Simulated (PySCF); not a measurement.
## Mayer bond orders and bond lengths

Compound: C3H11NOSi4.
Numbering: `[CH3:1][O:2][Si:3]1([CH2:4][C:5]#[N:6])[SiH2:7][SiH2:8][SiH2:9]1` (hydrogens: H10, H11, H12 on C1; H13, H14 on C4; H15, H16 on Si7; H17, H18 on Si8; H19, H20 on Si9)

Structure used (GFN2-xTB), in Å, numbered top down from 1:
```
atom  x, y, z in Å
C1     2.242    0.235   -1.575
O2     1.657    0.204   -0.304
Si3    0.098    0.323    0.159
C4    -0.542    2.130   -0.197
C5    -0.436    2.425   -1.584
N6    -0.315    2.607   -2.710
Si7    0.089   -0.433    2.376
Si8   -1.261   -2.240    1.681
Si9   -1.324   -1.430   -0.540
H10    2.033    1.180   -2.079
H11    1.860   -0.583   -2.190
H12    3.319    0.121   -1.448
H13    0.050    2.855    0.364
H14   -1.583    2.223    0.113
H15    1.359   -0.746    3.038
H16   -0.559    0.484    3.326
H17   -0.669   -3.575    1.850
H18   -2.558   -2.385    2.355
H19   -0.817   -2.332   -1.586
H20   -2.649   -1.052   -1.052
```

Bond orders from the PBE0/pcSseg-1 density (PySCF). Geometry: GFN2-xTB, one conformer, isolated molecule.

Where do the orders between heavy atoms depart from those drawn in the SMILES?

The largest departure is 0.255, at Si3–C4 (drawn single, 0.745). Drawn single, order below 0.88: C1–O2 (0.877), Si3–C4 (0.745), Si3–Si7 (0.869), Si7–Si8 (0.855), Si8–Si9 (0.855) and Si9–Si3 (0.839).

Give the Mayer order of every bond between heavy atoms, beside its length.

```csv
bond,drawn as,length (Å),Mayer order
C1–O2,single,1.400,0.877
O2–Si3,single,1.630,0.972
Si3–C4,single,1.950,0.745
C4–C5,single,1.423,1.057
C5–N6,triple,1.146,3.008
Si3–Si7,single,2.343,0.869
Si7–Si8,single,2.360,0.855
Si8–Si9,single,2.365,0.855
Si9–Si3,single,2.363,0.839
```

Bonds between the same two heavy elements. Si–Si: lowest Si9–Si3 (0.839, 2.363 Å), highest Si3–Si7 (0.869, 2.343 Å).

And the bonds to hydrogen?

C–H: 0.92 to 0.97 (5 bonds); H–Si: 0.93 to 0.94 (6 bonds).

Sum the orders of all bonds at each heavy atom with more than one neighbour and set the sums beside the valence in the SMILES.

C1 3.769 (drawn 4), O2 1.849 (drawn 2), Si3 3.425 (drawn 4), C4 3.636 (drawn 4), C5 4.065 (drawn 4), Si7 3.600 (drawn 4), Si8 3.576 (drawn 4), Si9 3.563 (drawn 4). Orders between atoms that aren't bonded are not in these sums.

For a closed shell the Mayer order of atoms A and B is Σ (PS)μν (PS)νμ over the basis functions μ on A and ν on B, with P the density and S the overlap matrix.
